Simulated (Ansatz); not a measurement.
Gas-phase electronic energies from Ansatz, PBE0-D4/def2-TZVP geometries. CBS: MP2 limit from def2 TZ/QZ plus the TZ coupled-cluster correction, frozen cores. Functionals use def2-TZVPP. For Se outer-core shells are correlated without core-valence functions, which leaves a few kJ/mol of doubt a bond. Scalar relativity is left out up to krypton. Each species was taken in one conformer, which may not be the lowest.

Consider the ligand exchange at a B–C bond: `BC(C)[SeH]` + `CSC=N` → `BN=CSC` + `CC[SeH]`.

`BC(C)[SeH]`:

```xyz
11

B    -1.517    0.287    0.523
C    -0.183   -0.294   -0.014
C     0.834    0.679   -0.582
Se    0.589   -1.556    1.280
H    -2.216   -0.350    1.255
H    -1.889    1.357    0.136
H    -0.583   -0.934   -0.825
H     1.270    1.289    0.212
H     0.355    1.351   -1.300
H     1.652    0.165   -1.090
H     1.688   -1.994    0.406
```

`CSC=N`:

Cartesian coordinates in Å:
```
C -1.287 -0.661 0.161
S -0.275 -0.327 -1.281
C 1.066 0.490 -0.540
N 1.151 0.712 0.703
H -2.176 -1.180 -0.196
H -1.563 0.271 0.650
H -0.741 -1.287 0.866
H 1.811 0.780 -1.289
H 2.015 1.202 0.924
```

`BN=CSC`:

Cartesian coordinates in Å:
```
B 0.451 1.083 -1.623
N -0.521 0.747 -0.738
C -1.382 0.415 0.091
S -1.160 -0.687 1.431
C 0.563 -1.130 1.219
H 0.587 0.427 -2.617
H 1.149 2.031 -1.392
H -2.404 0.803 0.054
H 0.717 -1.615 0.256
H 0.803 -1.826 2.023
H 1.197 -0.248 1.296
```

`CC[SeH]`:

```xyz
9

C    -0.382   -0.590   -0.687
C    -0.315    0.514    0.345
Se    1.104    0.276    1.672
H    -1.219   -0.420   -1.372
H    -0.517   -1.564   -0.213
H     0.533   -0.632   -1.281
H    -1.225    0.554    0.946
H    -0.183    1.494   -0.112
H     2.204    0.367    0.703
```

```csv
level,ΔE (eV)
PBE0,-1.33
HF/def2-TZVPP,-1.14
MP2/def2-QZVPP,-1.23
SCS-MP2/def2-QZVPP,-1.20
```

Task: What does CCSD(T)/CBS give? (Best estimate.)

Result: The calculation gave: -1.21 eV. The listed levels differ from it by -0.12, 0.07, -0.02, 0.01 eV.

Largest T1 diagnostic among the species: 0.015.

From PBE to PBE0 (25 % exact exchange), in def2-TZVPP and without D4, ΔE moves by +0.08 eV. In def2-TZVPP, CCSD(T) changes the Hartree–Fock value by −0.07 eV (the triples alone add −0.03 eV) and MP2 by −0.09 eV.
